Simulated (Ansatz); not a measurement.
`CN[CH2][SnH3]` → 2 C• + 9 H• + N• + Sn•  (atomization)

Computed with Ansatz on PBE0-D4/def2-TZVP structures; ΔE is electronic, products minus reactants. CBS: MP2 limit from def2 TZ/QZ plus the TZ coupled-cluster correction, frozen cores. This one scheme is used for every species, atoms too. Functionals use def2-TZVPP. No spin–orbit coupling; open shells (•) take unrestricted orbitals. Spin–orbit coupling would lower the free atoms: a little for C; strongly for Sn. Elements past krypton have def2 core potentials. For Sn outer-core shells are correlated without core-valence functions, so the limit isn't a true one: a few kJ/mol of doubt a bond, and 10 to 20 or more in all where bonds break to atoms. One conformer a species, not always the lowest.

```csv
species,ωB97X-V energy (Eh)
`CN[CH2][SnH3]`,-350.62959
C•,-37.84659
H•,-0.50049
N•,-54.58629
Sn•,-214.22451
```

Work out ΔE.

ΔE = 9 × (-0.50049) + 2 × (-37.84659) + (-54.58629) + (-214.22451) − (-350.62959) = 1.62120 Eh = +44.12 eV. CCSD(T)/CBS gives +43.99 eV.

Largest T1 diagnostic among the species: 0.011.

In def2-TZVPP, CCSD(T) changes the Hartree–Fock value by +11.55 eV (the triples alone add +0.56 eV) and MP2 by +11.40 eV; breaking electron pairs costs correlation energy, which Hartree–Fock lacks. The D4 term adds +0.39 eV with B3LYP and +0.21 eV with PBE0; it sums over pairs of atoms, weighted by their polarisabilities, and B3LYP, whose exchange is more repulsive, gets the larger term. From PBE to PBE0 (25 % exact exchange), in def2-TZVPP and without D4, ΔE moves by −0.53 eV: exact exchange takes away binding that semilocal exchange gives to molecules.

B3LYP here is the variant with VWN-RPA as its local correlation; programs differ in this.

For atomizations the MP2-based limit and the directly extrapolated one differ by several kJ/mol either way, and by 10 to 25 for some Ge, Se and Sn compounds, so smaller differences from it don't rank the levels.
